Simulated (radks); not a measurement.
Task: Neutral gallium, configuration [Ar] 3d10 4s2 4p1. All-electron calculation, Dirac Kohn-Sham, LDA (Slater exchange, Perdew-Wang correlation), spin-unpolarised, spherical densities, point nucleus; open shells fill j = l - 1/2 first. Program: a radial shooting solver on a logarithmic mesh with Libxc functionals. Some entries of the table are withheld. Estimate them.

orbital  occ.  eigenvalue (Ry)  <1/r> (bohr^-1)
1s1/2       2        -750.2520              (1)
2s1/2       2        -92.57199              (2)
2p1/2       2        -82.04248              (3)
2p3/2       4        -80.01432              (4)
3s1/2       2        -10.82754            2.191
3p1/2       2         -7.42403              (5)
3p3/2       4         -7.15649              (6)
3d3/2       4         -1.44118            1.657
3d5/2       6         -1.40714            1.644
4s1/2       2         -0.67026           0.5628
4p1/2       1              (7)           0.3940
4p3/2       0              (8)           0.3856
5s1/2       0         -0.02669              (9)

Result: 
(1) 1s1/2 <1/r> (bohr^-1): 31.26
(2) 2s1/2 <1/r> (bohr^-1): 6.872
(3) 2p1/2 <1/r> (bohr^-1): 6.839
(4) 2p3/2 <1/r> (bohr^-1): 6.664
(5) 3p1/2 <1/r> (bohr^-1): 2.063
(6) 3p3/2 <1/r> (bohr^-1): 2.020
(7) 4p1/2 eigenvalue (Ry): -0.20423
(8) 4p3/2 eigenvalue (Ry): -0.19532
(9) 5s1/2 <1/r> (bohr^-1): 0.1445
